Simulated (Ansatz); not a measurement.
A structure drawn as `C[Te]C(C)=N`, with this starting geometry:

```xyz
12

C     0.2338   -1.5520   -1.3315
Te    1.2112   -1.2507    0.4911
C    -0.1089    0.3594    0.8764
C     0.2226    1.7816    0.4961
N    -1.1953    0.1862    1.5531
H     0.6612   -2.4687   -1.8770
H     0.2698   -0.6852   -1.9727
H    -0.8872   -1.8195   -1.1277
H     1.2243    1.7057   -0.0878
H     0.3396    2.4223    1.3113
H    -0.5400    2.0953   -0.2512
H    -1.4312   -0.7743    1.9200
```

Total charge 0; spin multiplicity 1. Te takes the def2 core potential.

(1) Does it keep its bonds when Ansatz relaxes it at PBE-D4/def2-SVP and then PBE0-D4/def2-TZVP?

(2) Give the relaxed structure. (Best estimate.)

Atoms count as bonded under 1.1 times the sum of their covalent radii (H–H under 0.85 Å, pairs among N, O and F under 1.55 Å), and a drawn bond as lost past 1.3 times.

Answers

(1) Yes, every drawn bond is still there and no new one forms.

(2) The calculation gave: 
Z-matrix (Å, degrees):
```
C
Te 1 2.138
H 1 1.087 2 110.4
H 1 1.090 2 106.0 3 -118.4
H 1 1.087 2 110.4 3 123.2
C 2 2.145 1 99.5 3 -61.8
N 6 1.260 2 122.4 1 179.3
C 6 1.493 2 116.8 1 -0.8
H 7 1.018 6 114.1 2 -0.2
H 8 1.093 6 110.9 2 -59.6
H 8 1.093 6 110.9 2 59.6
H 8 1.090 6 108.8 2 -180.0
```
No frequency check was run.
